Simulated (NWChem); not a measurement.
**A calculation on sulfur difluoride (F2S)**

```xyz
3

F      1.2275     0.0000    -0.4916
S      0.0000     0.0000     0.5530
F     -1.2275     0.0000    -0.4916
```
Charge 0, spin multiplicity 1.

The numbers come from NWChem runs, not from measurements. All single points use one geometry, from PBE0/def2-SVP, a minimum by its harmonic frequencies.

Symmetry labels belong to the abelian group C2v used in the runs, with the axes of the coordinates shown.

B3LYP has NWChem's definition, with VWN1-RPA local correlation.

### Question
List the lowest 6 singlet excitations that TD-B3LYP/def2-SVPD, VWN1-RPA local correlation gives, with oscillator strengths.

### Answer
```json
[
 {"state": "1", "symmetry": "a2", "energy (eV)": "3.42", "wavelength (nm)": "363", "f": "0.000"},
 {"state": "2", "symmetry": "b2", "energy (eV)": "4.56", "wavelength (nm)": "272", "f": "0.003"},
 {"state": "3", "symmetry": "b2", "energy (eV)": "6.77", "wavelength (nm)": "183", "f": "0.073"},
 {"state": "4", "symmetry": "a1", "energy (eV)": "7.97", "wavelength (nm)": "156", "f": "0.029"},
 {"state": "5", "symmetry": "a2", "energy (eV)": "8.01", "wavelength (nm)": "155", "f": "0.000"},
 {"state": "6", "symmetry": "b2", "energy (eV)": "8.07", "wavelength (nm)": "154", "f": "0.011"}
]
```
